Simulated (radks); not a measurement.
Radial electron density D(r) = 4 pi r^2 rho(r) of an atom or ion with 63 electrons. Calculated with a radial shooting solver on a logarithmic mesh with Libxc functionals: Dirac Kohn-Sham, BLYP, spin-unpolarised, spherical densities, finite nucleus; Fermi nuclear charge, rms radius of each element as measured or else 0.836 A^(1/3) + 0.57 fm.

| r (bohr) | D(r) (e/bohr) |
|---|---|
| 0.002997 | 23.79 |
| 0.003489 | 29.16 |
| 0.00403 | 35.02 |
| 0.004691 | 42.00 |
| 0.005461 | 49.67 |
| 0.006358 | 57.81 |
| 0.007401 | 66.04 |
| 0.008616 | 73.88 |
| 0.01003 | 80.69 |
| 0.01158 | 85.60 |
| 0.01349 | 88.61 |
| 0.0157 | 89.08 |
| 0.01828 | 87.18 |
| 0.02128 | 83.74 |
| 0.02477 | 80.24 |
| 0.02884 | 78.63 |
| 0.0333 | 80.45 |
| 0.03877 | 86.71 |
| 0.04514 | 96.55 |
| 0.05255 | 107.1 |
| 0.06117 | 114.2 |
| 0.07121 | 114.3 |
| 0.0829 | 107.1 |
| 0.09574 | 96.68 |
| 0.1115 | 88.32 |
| 0.1298 | 87.86 |
| 0.1511 | 94.83 |
| 0.1759 | 101.8 |
| 0.2047 | 99.27 |
| 0.2383 | 83.95 |
| 0.2752 | 63.69 |
| 0.3204 | 47.62 |
| 0.373 | 43.85 |
| 0.4343 | 48.70 |
| 0.5056 | 52.15 |
| 0.5886 | 47.73 |
| 0.6852 | 37.02 |
| 0.7913 | 26.37 |
| 0.9212 | 18.47 |
| 1.072 | 14.16 |
| 1.248 | 11.47 |
| 1.453 | 8.821 |
| 1.692 | 6.003 |
| 1.97 | 3.567 |
| 2.275 | 1.994 |
| 2.648 | 1.082 |
| 3.083 | 0.6432 |
| 3.589 | 0.4016 |
| 4.178 | 0.2292 |
| 4.864 | 0.1070 |
| 5.663 | 0.03800 |
| 6.54 | 0.01058 |
| 7.613 | 0.001928 |
| 8.863 | 0.0002327 |

What is the nuclear charge?

Answer. Z = 65. The innermost maximum, from 1s, lies near gamma/Z bohr with gamma = sqrt(1 - (Z/c)^2) = 0.880, here 0.0135 bohr (found: 0.0150), and its height grows with Z. The density is that of the terbium ion Tb2+ in [Xe] 4f8 6s1; the configuration itself is not fixed sharply by these data, and Z only to a few units. D(r) has 4 maxima, at r = 0.0150, 0.0663, 0.185, 0.506 bohr, and minima at 0.0288, 0.121, 0.361 bohr, inside which lie 2.01, 11.14, 29.37 electrons.
